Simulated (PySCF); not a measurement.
Electron correlation in Dy (dysprosium, neutral)

[Xe] 4f10 6s2, one real determinant. All numbers are calculated (PySCF 2.14, the spin-free X2C one-electron Hamiltonian (Gaussian nucleus), in cc-pVDZ-X2C (8s7p5d3f1g, 84 functions)). Frozen: [Kr] 4d10; 20 electrons correlated.

```json
{"level": "CCSD", "correlation energy (mhartree)": "-654.08"}
{"level": "(T)", "correlation energy (mhartree)": "-28.96"}
{"level": "CCSD(T)", "correlation energy (mhartree)": "-683.04"}
```

Diagnostics: T1 = 0.023, D1 = 0.0760, largest double amplitude 0.097.

The real determinant used has ⟨L²⟩ near 34 against 42 for a pure I term, so it mixes terms. Spin-orbit coupling, absent here, splits the open shell strongly.

Cost of the coupled-cluster step: roughly 100 core-seconds, for 20 correlated electrons.

Iterations:

```
CC2 = 0
CCSD nocc = (np.int64(12), np.int64(8)), nmo = (61, 61)
frozen orbitals [[0, 1, 2, 3, 4, 5, 6, 7, 8, 9, 10, 11, 12, 13, 14, 15, 16, 17, 18, 19, 20, 21, 22], [0, 1, 2, 3, 4, 5, 6, 7, 8, 9, 10, 11, 12, 13, 14, 15, 16, 17, 18, 19, 20, 21, 22]]
max_cycle = 100
direct = 0
conv_tol = 1e-08
conv_tol_normt = 1e-06
diis_space = 8
diis_start_cycle = 0
Init t2, MP2 energy = -0.721400052896083
Init E_corr(UCCSD) = -0.721400052917144
cycle = 1  E_corr(UCCSD) = -0.609794237469616  dE = 0.111605815  norm(t1,t2) = 0.157833
cycle = 2  E_corr(UCCSD) = -0.659705984254152  dE = -0.0499117468  norm(t1,t2) = 0.0717965
cycle = 3  E_corr(UCCSD) = -0.650623145079874  dE = 0.00908283917  norm(t1,t2) = 0.056296
cycle = 4  E_corr(UCCSD) = -0.650286534083635  dE = 0.000336610996  norm(t1,t2) = 0.015069
cycle = 5  E_corr(UCCSD) = -0.652241748732829  dE = -0.00195521465  norm(t1,t2) = 0.00829455
cycle = 6  E_corr(UCCSD) = -0.652765987634711  dE = -0.000524238902  norm(t1,t2) = 0.00681565
cycle = 7  E_corr(UCCSD) = -0.653053706971221  dE = -0.000287719337  norm(t1,t2) = 0.00562889
cycle = 8  E_corr(UCCSD) = -0.653550941445087  dE = -0.000497234474  norm(t1,t2) = 0.003413
cycle = 9  E_corr(UCCSD) = -0.654030582048265  dE = -0.000479640603  norm(t1,t2) = 0.00190096
cycle = 10  E_corr(UCCSD) = -0.654098379559557  dE = -6.77975113e-05  norm(t1,t2) = 0.000881835
cycle = 11  E_corr(UCCSD) = -0.654059387465849  dE = 3.89920937e-05  norm(t1,t2) = 0.000544674
cycle = 12  E_corr(UCCSD) = -0.654076900585919  dE = -1.75131201e-05  norm(t1,t2) = 0.000406872
cycle = 13  E_corr(UCCSD) = -0.654068425390523  dE = 8.4751954e-06  norm(t1,t2) = 0.000267099
cycle = 14  E_corr(UCCSD) = -0.654066821076271  dE = 1.60431425e-06  norm(t1,t2) = 0.000207846
cycle = 15  E_corr(UCCSD) = -0.654080699445442  dE = -1.38783692e-05  norm(t1,t2) = 0.000133279
cycle = 16  E_corr(UCCSD) = -0.654081898223713  dE = -1.19877827e-06  norm(t1,t2) = 8.34722e-05
cycle = 17  E_corr(UCCSD) = -0.654081438469918  dE = 4.59753794e-07  norm(t1,t2) = 6.43986e-05
cycle = 18  E_corr(UCCSD) = -0.654083638978612  dE = -2.20050869e-06  norm(t1,t2) = 4.20032e-05
cycle = 19  E_corr(UCCSD) = -0.654082729066364  dE = 9.09912247e-07  norm(t1,t2) = 3.23849e-05
cycle = 20  E_corr(UCCSD) = -0.654079578314721  dE = 3.15075164e-06  norm(t1,t2) = 2.31687e-05
cycle = 21  E_corr(UCCSD) = -0.654079015808526  dE = 5.62506194e-07  norm(t1,t2) = 1.69392e-05
cycle = 22  E_corr(UCCSD) = -0.654077651470842  dE = 1.36433768e-06  norm(t1,t2) = 1.27497e-05
cycle = 23  E_corr(UCCSD) = -0.654076622370803  dE = 1.02910004e-06  norm(t1,t2) = 9.06842e-06
cycle = 24  E_corr(UCCSD) = -0.65407627501112  dE = 3.47359684e-07  norm(t1,t2) = 6.00811e-06
cycle = 25  E_corr(UCCSD) = -0.654075968263395  dE = 3.06747725e-07  norm(t1,t2) = 3.56915e-06
cycle = 26  E_corr(UCCSD) = -0.654075807492084  dE = 1.60771311e-07  norm(t1,t2) = 2.20878e-06
cycle = 27  E_corr(UCCSD) = -0.654075726263287  dE = 8.12287968e-08  norm(t1,t2) = 1.5679e-06
cycle = 28  E_corr(UCCSD) = -0.654075673531707  dE = 5.27315799e-08  norm(t1,t2) = 8.92481e-07
cycle = 29  E_corr(UCCSD) = -0.654075627317332  dE = 4.62143749e-08  norm(t1,t2) = 5.84678e-07
cycle = 30  E_corr(UCCSD) = -0.654075623343399  dE = 3.97393363e-09  norm(t1,t2) = 3.46455e-07
UCCSD converged
E(UCCSD) = -12152.9237754483  E_corr = -0.6540756233433986
UCCSD(T) correction = -0.0289615529320451
```

The reference is one real determinant that mixes LS terms of this configuration.
